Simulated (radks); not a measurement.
Values are calculated unless marked as measured or tabulated.
The beryllium ion Be+ inside a hard spherical wall (all orbitals vanish at R), configuration held at [He] 2s1 and not refilled when levels cross. Level of theory: scalar-relativistic Kohn-Sham, PBEsol, spin-polarised, spherical densities, finite nucleus; open shells are filled with parallel spins first; Fermi nuclear charge, rms radius 2.519 fm (a radial shooting solver on a logarithmic mesh with Libxc functionals). Eigenvalues in eV for spin up, with the zero of energy where the potential of the charges vanishes at infinity; a dash marks a level that is unbound or too diffuse for the functional's potential to be trusted. A positive occupied level is held by the wall or, in an anion where self-interaction has pushed it up, behind a barrier. The pressure on the wall is -dE/dV.

R (bohr)  E (hartree)  kinetic (hartree)    e(1s)    e(2s)  e(2p, empty)  e(3s, empty)  pressure (GPa)
free        -14.20832             14.151  -116.97  -14.343       -10.323             -               0
20          -14.20832             14.151  -116.97  -14.343       -10.323             -        < 0.0001
15          -14.20832             14.151  -116.97  -14.343       -10.323             -        < 0.0001
12          -14.20832             14.151  -116.97  -14.343       -10.323        -3.697        < 0.0001
10          -14.20832             14.151  -116.97  -14.343       -10.323        -3.434        0.000106
7           -14.20781             14.157  -116.93  -14.310       -10.265        -1.066          0.0411
5           -14.19551             14.236  -116.35  -13.770        -9.553         7.538            1.84
4           -14.15074             14.433  -115.15  -12.162        -7.816        20.899            12.5
2           -12.90579             17.512  -105.00   25.006        19.742        175.35            1370
1.5         -10.75458             21.800  -95.668   85.158        56.332        361.82            7710
